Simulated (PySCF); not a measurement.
The dipole of `CO[Si@H]1OCCS1` from its density and from atomic charges.

Coordinates (GFN2-xTB, Å) and charges (e) from the PBE0/pcSseg-1 density (PySCF):

```csv
atom,x,y,z,Mulliken,IAO,Hirshfeld,ESP-fitted
C1,2.967,0.341,-0.561,-0.0041,-0.1950,-0.0264,-0.1278
O2,1.608,0.175,-0.828,-0.6002,-0.6291,-0.2196,-0.3938
Si3,0.351,0.422,0.136,+1.0105,+1.2431,+0.4258,+0.9217
O4,-0.868,0.797,-0.860,-0.5892,-0.6389,-0.2287,-0.4325
C5,-2.116,0.275,-0.519,+0.0780,-0.0494,+0.0057,-0.0808
C6,-1.981,-1.170,-0.061,-0.3432,-0.3474,-0.0737,-0.2513
S7,-0.545,-1.298,1.057,-0.3315,-0.2440,-0.1298,-0.3575
H8,3.494,-0.576,-0.829,+0.1209,+0.1530,+0.0509,+0.1073
H9,3.145,0.563,0.491,+0.0922,+0.1260,+0.0439,+0.0927
H10,3.345,1.165,-1.169,+0.1165,+0.1484,+0.0490,+0.1030
H11,0.563,1.430,1.163,-0.1221,-0.1717,-0.0799,-0.1564
H12,-2.760,0.339,-1.400,+0.1289,+0.1555,+0.0516,+0.1415
H13,-2.552,0.878,0.286,+0.1160,+0.1283,+0.0373,+0.0988
H14,-1.790,-1.828,-0.908,+0.1651,+0.1561,+0.0424,+0.1588
H15,-2.865,-1.506,0.475,+0.1622,+0.1654,+0.0517,+0.1764
```

**Question.** Compute μ = Σ q r for each scheme (1 e·Å = 4.803 D) and compare with the dipole of the full density.

**Answer.** The full density gives (0.22, 0.62, -0.02) D, 0.66 D in size; dipole vectors point from the negative to the positive end.

| scheme | μx | μy | μz | size (D) | share of the full size (%) | angle to the full dipole (°) |
| --- | --- | --- | --- | --- | --- | --- |
| Mulliken | 0.99 | 1.18 | 1.06 | 1.87 | 284 | 41 |
| IAO | 0.71 | 0.43 | 2.18 | 2.34 | 355 | 76 |
| Hirshfeld | 0.45 | 0.19 | 0.33 | 0.59 | 90 | 58 |
| ESP-fitted | 0.19 | 0.64 | -0.01 | 0.67 | 102 | 3 |

**Question.** Which set comes closest?

**Answer.** Length of the difference vector: ESP-fitted 0.04 D, Hirshfeld 0.60 D, Mulliken 1.44 D, IAO 2.27 D. Closest: ESP-fitted. ESP charges are fitted to the potential around the molecule, whose slowest-falling term is the dipole's. The schemes that divide the density aren't constrained to reproduce the dipole.

**Question.** What is left for the Hirshfeld atoms' own dipoles?

**Answer.** The Hirshfeld atoms' densities add up to the full density, so μ = Σ q r + Σ (atomic dipoles). The atomic dipoles sum to (0.22, 0.62, -0.02) − (0.45, 0.19, 0.33) = (-0.23, 0.43, -0.35) D, 0.60 D in size.

**Question.** With the origin at the mean of the coordinates, (0.000, 0.001, -0.235) Å, which are the largest single terms, by size, of the IAO dipole along the direction of the full one?

**Answer.** Si3 +2.99, C6 +2.96, O2 -2.19, H15 -1.91, H14 -1.72 D; all 15 atoms together +0.56 D. The single terms depend on the origin, their sum doesn't.

**Question.** Give the size of the full dipole in other units.

**Answer.** 0.66 D = 0.259 au = 0.137 e·Å = 2.19 × 10⁻³⁰ C·m.

Geometry: GFN2-xTB, one conformer, isolated molecule. GFN2-xTB frequencies show an imaginary mode (83i cm⁻¹), so this geometry is no minimum at that level.
